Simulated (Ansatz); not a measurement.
Correlation energies of CH4BInO, SMILES `B1[CH2][InH][O]1` by basis set

Cartesian coordinates in Å:
```
B 0.047 0.917 0.696
C -0.679 0.292 -0.593
In 0.627 -1.367 -0.220
O 0.979 0.114 1.230
H -0.207 2.004 1.157
H -0.521 0.799 -1.548
H -1.745 0.069 -0.503
H 1.499 -2.826 -0.218
```

The species carries charge 0 and has multiplicity 1. Correlated methods include outer-core shells of In, which these sets cover unevenly. In takes the def2 core potential. The geometry is a stationary point of PBE0-D4/def2-TZVP. Frozen core, restricted reference, the Gaussian-basis code of Ansatz.

| basis | HF (Eh) | MP2 corr. |
| --- | --- | --- |
| def2-SVP | -328.85681 | -0.49755 |
| def2-TZVPP | -329.03061 | -0.79762 |
| def2-QZVPP | -329.03898 | -1.02158 |

(1) Estimate the CCSD correlation energy and the (T) correction in each basis where they were run (hartree).

Results:

(1) 
```csv
basis,CCSD corr.,(T)
def2-SVP,-0.52892,-0.01814
def2-TZVPP,-0.80976,-0.03230
```
